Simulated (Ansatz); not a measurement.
A run on `CC(C)OC(C)(C)C` with other settings.

```yaml
crystal:
  periodic: [false, false, false]
  atoms:
    - {symbol: C, position_ang: [1.114878, -0.770801, -2.081251]}
    - {symbol: C, position_ang: [0.663997, -0.966776, -0.646537]}
    - {symbol: C, position_ang: [1.569676, -1.919759, 0.109542]}
    - {symbol: O, position_ang: [0.674109, 0.290410, 0.010711]}
    - {symbol: C, position_ang: [-0.552789, 0.796960, 0.530602]}
    - {symbol: C, position_ang: [-1.117342, -0.127638, 1.603973]}
    - {symbol: C, position_ang: [-0.165564, 2.129329, 1.148529]}
    - {symbol: C, position_ang: [-1.570941, 1.018516, -0.582954]}
    - {symbol: H, position_ang: [0.436949, -0.100343, -2.612511]}
    - {symbol: H, position_ang: [2.113770, -0.328056, -2.099285]}
    - {symbol: H, position_ang: [1.149824, -1.723788, -2.615321]}
    - {symbol: H, position_ang: [-0.351543, -1.380033, -0.652417]}
    - {symbol: H, position_ang: [2.582036, -1.511059, 0.156732]}
    - {symbol: H, position_ang: [1.613283, -2.894180, -0.383652]}
    - {symbol: H, position_ang: [1.214028, -2.063989, 1.131334]}
    - {symbol: H, position_ang: [-2.015671, 0.308518, 2.046825]}
    - {symbol: H, position_ang: [-0.381466, -0.278712, 2.396453]}
    - {symbol: H, position_ang: [-1.392827, -1.103355, 1.197054]}
    - {symbol: H, position_ang: [-1.036360, 2.621208, 1.587111]}
    - {symbol: H, position_ang: [0.261962, 2.785676, 0.388202]}
    - {symbol: H, position_ang: [0.581934, 1.977836, 1.929527]}
    - {symbol: H, position_ang: [-1.861675, 0.080414, -1.061427]}
    - {symbol: H, position_ang: [-2.477882, 1.477277, -0.182533]}
    - {symbol: H, position_ang: [-1.157388, 1.681947, -1.345309]}
basis:
  gaussian: {orbitals: def2-TZVP}
hamiltonian: {xc: {name: SVWN5}}
scf: {lower_state_search: light}
output: {forces: true}
```

```sh
$ ansatz run in.yaml --threads 4 --pin off --events-out ev --progress --plain --max-ram 66560MiB --backend cuda --devices 0, --max-vram 37GiB
```

Output, abridged:

```
Functional definition: SVWN5
2115 factors; their error is unknown
mean field evaluation 1: about -9452.8741 eV, gradient 1.2e2 eV
mean field evaluation 2: about -9392.3195 eV, gradient 1.9e2 eV
mean field evaluation 4: about -9484.6297 eV, gradient 2.2e1 eV
mean field evaluation 8: about -9485.5211 eV, gradient 3.1e-1 eV
mean field evaluation 16: about -9485.4477 eV, gradient 9.0e-3 eV
mean field -9485.44769393 eV, -348.5837732846 hartree, gradient 1.4e-5 eV, S^2 0.000000; 0 other end points of the search recorded, 0 dependent functions left out
reference -9485.44774737 eV, -348.5837752483 hartree; 33, 33 occupied and 311, 311 virtual orbitals, 2115 factors
Total energy: -9485.44774737 eV, -348.5837752483 hartree
Atom 0 at     1.114878    -0.770801    -2.081251 Å, force    -0.179308    -0.103628     0.530213 eV/Å
Atom 1 at     0.663997    -0.966776    -0.646537 Å, force     0.535122     0.165285    -0.024460 eV/Å
Atom 2 at     1.569676    -1.919759     0.109542 Å, force    -0.351688     0.331899    -0.300124 eV/Å
Atom 3 at     0.674109     0.290410     0.010711 Å, force    -0.078071    -0.037615    -0.003530 eV/Å
Atom 4 at    -0.552789     0.796960     0.530602 Å, force    -0.060225     0.063378     0.045692 eV/Å
Atom 5 at    -1.117342    -0.127638     1.603973 Å, force     0.220619     0.350016    -0.423630 eV/Å
Atom 6 at    -0.165564     2.129329     1.148529 Å, force    -0.169626    -0.511550    -0.232864 eV/Å
Atom 7 at    -1.570941     1.018516    -0.582954 Å, force     0.397233    -0.096586     0.428427 eV/Å
Atom 8 at     0.436949    -0.100343    -2.612511 Å, force    -0.216010     0.207274    -0.131765 eV/Å
Atom 9 at     2.113770    -0.328056    -2.099285 Å, force     0.287797     0.127252     0.032889 eV/Å
Atom 10 at     1.149824    -1.723788    -2.615321 Å, force     0.013411    -0.268201    -0.138390 eV/Å
Atom 11 at    -0.351543    -1.380033    -0.652417 Å, force    -0.410941    -0.105980     0.029666 eV/Å
Atom 12 at     2.582036    -1.511059     0.156732 Å, force     0.279554     0.147950    -0.006361 eV/Å
Atom 13 at     1.613283    -2.894180    -0.383652 Å, force     0.011804    -0.264142    -0.146030 eV/Å
Atom 14 at     1.214028    -2.063989     1.131334 Å, force    -0.126017    -0.019789     0.301051 eV/Å
Atom 15 at    -2.015671     0.308518     2.046825 Å, force    -0.258306     0.133828     0.113889 eV/Å
Atom 16 at    -0.381466    -0.278712     2.396453 Å, force     0.244623    -0.023919     0.218757 eV/Å
Atom 17 at    -1.392827    -1.103355     1.197054 Å, force    -0.065544    -0.300712    -0.171923 eV/Å
Atom 18 at    -1.036360     2.621208     1.587111 Å, force    -0.259641     0.114847     0.114079 eV/Å
Atom 19 at     0.261962     2.785676     0.388202 Å, force     0.122471     0.164939    -0.244653 eV/Å
Atom 20 at     0.581934     1.977836     1.929527 Å, force     0.218831    -0.078244     0.219340 eV/Å
Atom 21 at    -1.861675     0.080414    -1.061427 Å, force    -0.056755    -0.322838    -0.129547 eV/Å
Atom 22 at    -2.477882     1.477277    -0.182533 Å, force    -0.255224     0.126123     0.128817 eV/Å
Atom 23 at    -1.157388     1.681947    -1.345309 Å, force     0.155893     0.200414    -0.209544 eV/Å
Dipole moment:    -0.217788    -0.103332    -0.009066 e Å
```

Hardware: 4 threads of an AMD EPYC 7R13 on a shared host and a share of an NVIDIA H100 80 GB. Wall time 6 s, peak host memory 1.1 GiB.
